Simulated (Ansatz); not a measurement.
Reaction (redistribution): `C[SiH2]C[S][AlH2]` + `C[CH2][Al]([CH3])[OH]` → `C[SiH2][Al]([CH3])[OH]` + `CCC[S][AlH2]`

Calculated with Ansatz (gas phase, PBE0-D4/def2-TZVP geometries, no zero-point term in ΔE). CCSD(T)/CBS is the MP2 limit (def2-TZVPP, def2-QZVPP) plus CCSD(T) − MP2 in def2-TZVPP, frozen cores. DFT in def2-TZVPP. Each species was taken in one conformer, which may not be the lowest.

**Question.** Is it downhill or uphill in electronic energy at CCSD(T)/CBS, and by how much? (An estimate is asked.)

**Answer.** Ansatz gave: Downhill: ΔE = -2.5 kcal/mol.

**Question.** What do these levels give: PBE-D4, PBE0-D4, ωB97X-V, ωB97M-V, PBE, r2SCAN, HF/def2-TZVPP, MP2/def2-TZVPP, CCSD/def2-TZVPP, SCS-MP2/def2-QZVPP, MP2/CBS(def2), CCSD/CBS(def2)? (Best estimate.)

**Answer.** Ansatz gave: PBE-D4 -4.6, PBE0-D4 -4.1, ωB97X-V -3.2, ωB97M-V -0.1, PBE -5.5, r2SCAN -2.8, HF/def2-TZVPP -6.2, MP2/def2-TZVPP -0.5, CCSD/def2-TZVPP -3.5, SCS-MP2/def2-QZVPP -1.6, MP2/CBS(def2) 0.2, CCSD/CBS(def2) -2.8 kcal/mol.

Largest T1 diagnostic among the species: 0.012.

In def2-TZVPP, CCSD(T) changes the Hartree–Fock value by +3.1 kcal/mol (the triples alone add +0.3 kcal/mol) and MP2 by +5.7 kcal/mol. The D4 term adds +1.5 kcal/mol with B3LYP and +0.8 kcal/mol with PBE0; it sums over pairs of atoms, weighted by their polarisabilities, and B3LYP, whose exchange is more repulsive, gets the larger term.

B3LYP here is the variant with VWN-RPA as its local correlation; programs differ in this.
